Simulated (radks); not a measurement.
The numbers below are computed, except where a source is named.
Cd, 48 electrons, occupied as [Kr] 4d10 5s2 (the NIST ground configuration). Code: a radial shooting solver on a logarithmic mesh with Libxc functionals. Model: Dirac Kohn-Sham, relativistic LDA (MacDonald-Vosko exchange, VWN5 correlation), spin-unpolarised, spherical densities, finite nucleus; Fermi nuclear charge, rms radius 4.6087 fm.

Unscreened Slater integrals over Kohn-Sham orbitals (eV). Large and small components are both included.

F0(5s1/2,5s1/2): 8.5756
F0(5s1/2,4d5/2): 10.680
G2(5s1/2,4d5/2): 1.6387
F0(5s1/2,4d3/2): 10.704
G2(5s1/2,4d3/2): 1.5737
F0(5s1/2,4p3/2): 11.020
G1(5s1/2,4p3/2): 0.59163
F0(4d5/2,4d5/2): 19.118
F2(4d5/2,4d5/2): 9.3474
F4(4d5/2,4d5/2): 6.0657
F0(4d5/2,4d3/2): 19.270
F2(4d5/2,4d3/2): 9.4267
G2(4d5/2,4d3/2): 9.4211
G4(4d5/2,4d3/2): 6.1165
F0(4d5/2,4p3/2): 21.623
F2(4d5/2,4p3/2): 10.533
G1(4d5/2,4p3/2): 13.263
G3(4d5/2,4p3/2): 8.0777
F0(4d3/2,4d3/2): 19.425
F2(4d3/2,4d3/2): 9.5100
F0(4d3/2,4p3/2): 21.835
F2(4d3/2,4p3/2): 10.686
G1(4d3/2,4p3/2): 13.493
G3(4d3/2,4p3/2): 8.2235
F0(4p3/2,4p3/2): 25.231
F2(4p3/2,4p3/2): 13.169
